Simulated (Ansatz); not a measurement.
Born–Oppenheimer molecular dynamics of H8O2Sn (11 atoms, charge 0, multiplicity 1). It starts at the highest image of a converged band, a first-order saddle point between two minima.

Method: RKS r2SCAN/def2-SVP (Ansatz 0.2.0).

```yaml
ensemble: NVE (velocity Verlet)
time_step: 0.5 fs
steps_asked: 200
starting_velocities_drawn_for: 100 K
seed: 7708
```

First frame:

```xyz
11
Properties=species:S:1:pos:R:3
Sn -0.442 0.791 -1.143
H -0.632 0.877 0.865
H 0.076 0.187 -2.703
H -2.157 0.824 -1.221
H 0.379 2.298 -0.999
H 0.685 -0.989 0.840
O 0.415 -1.037 -0.399
H -0.059 0.276 1.475
O 0.657 -0.601 1.912
H 1.016 -1.448 -1.036
H 0.062 -1.180 2.410
```

(1) How far do the bonds stretch over the last three quarters of this one trajectory? (Pairs bonded in most of those frames.)

Answers

(1) 
| bond | mean (Å) | spread (Å) | shortest | longest |
| --- | --- | --- | --- | --- |
| Sn1–H3 | 1.724 | 0.030 | 1.67 | 1.78 |
| Sn1–H4 | 1.710 | 0.008 | 1.70 | 1.73 |
| Sn1–H5 | 1.707 | 0.010 | 1.69 | 1.72 |
| Sn1–O7 | 2.026 | 0.082 | 1.90 | 2.15 |
| H2–H8 | 0.762 | 0.011 | 0.75 | 0.80 |
| H6–O9 | 0.976 | 0.014 | 0.95 | 1.01 |
| O7–H10 | 0.967 | 0.015 | 0.94 | 0.99 |
| O9–H11 | 0.967 | 0.011 | 0.95 | 0.99 |

Mean temperature of the second half: 568 K. The conserved energy stayed within 0.072 meV per atom of its start (net change 0.0096 meV per atom), so the integration is sound. The system heated up, since it started high on the potential surface and ran downhill. A run of 0.1 ps of so small a system gives no equilibrium averages. The orbitals stay closed-shell, which can raise the energy where a bond breaks towards radicals; this wasn't checked here.

Run time: 8.8 min on 2 threads of Arm Neoverse V1, on a shared host, peak memory 0.15 GiB.
